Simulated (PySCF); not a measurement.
# PbO2, singlet: structure and spectrum

These are results of PBE0/[Pb def2-TZVP with ECP60, O def2-TZVP], scalar-relativistic core potentials, density fitting, no spin–orbit coupling, PySCF, not measurements.

The structure is a minimum.

| Item | Value |
| --- | --- |
| Point group | D∞h |
| Bond lengths | Pb–O 1.869 Å (×2) |
| Bond angles | O–Pb–O 180.0° |
| Rotational symmetry number | 2 |
| Atomisation energy without zero-point energy | 624 kJ/mol |
| Rotational constants | 0.1509 cm⁻¹ |
| Enthalpy at 298.15 K above 0 K | 12.46 kJ/mol |
| Principal quadrupole moments (Buckingham, traceless) about the centre of mass | -18.73, 9.36, 9.36 D Å |
| Highest occupied level | -8.27 eV |
| Lowest empty level | -2.79 eV |
| Entropy at 298.15 K and 1 bar | 263.6 J/(mol K) |
| Heat capacity Cp at 298.15 K | 50.7 J/(mol K) |
| Principal polarisabilities | 27.4, 27.4, 62.3 bohr³ |
| Zero-point energy | 11.2 kJ/mol |
| Dipole moment | 0.00 D |

Harmonic modes (masses in u: Pb 207.977, O 15.995):
```tsv
symmetry	ω (cm⁻¹)	IR (km/mol, summed over degenerate members)	μ (u)	type
πu	155	64.4	18.24	bend
σg+	736	0.0	15.99	stretch
σu+	823	89.2	18.24	stretch
```

In D∞h the vibrations span πu + σg+ + σu+. The σg+ mode carries no infrared intensity, as symmetry demands. With a centre of inversion only u modes can be infrared active and only g modes Raman active.

Charges (e):
```csv
atom,Mulliken,Löwdin,polar tensor,Mayer order to Pb1
Pb1,1.10,0.83,1.17,–
"O2,3",-0.55,-0.42,-0.58,1.69
```

Mulliken populations on Pb1 (electrons outside its core potential): s 3.41, p 7.22, d 10.15, f 0.12.

Outer orbital energies (eV). occupied: -25.22, -22.65, -14.04, -9.86, -9.45, -9.45, -8.27, -8.27; empty: -2.79, -2.08, -2.08, 1.37.

Counting electrons, lead keeps none of its valence electrons outside its bonds, so the VSEPR class is AX2 and the expected shape is linear (D∞h), as computed.

No spin–orbit coupling is included, which matters more the heavier the element.

The final relaxation and frequency run took of the order of 40 core-seconds on a shared host.
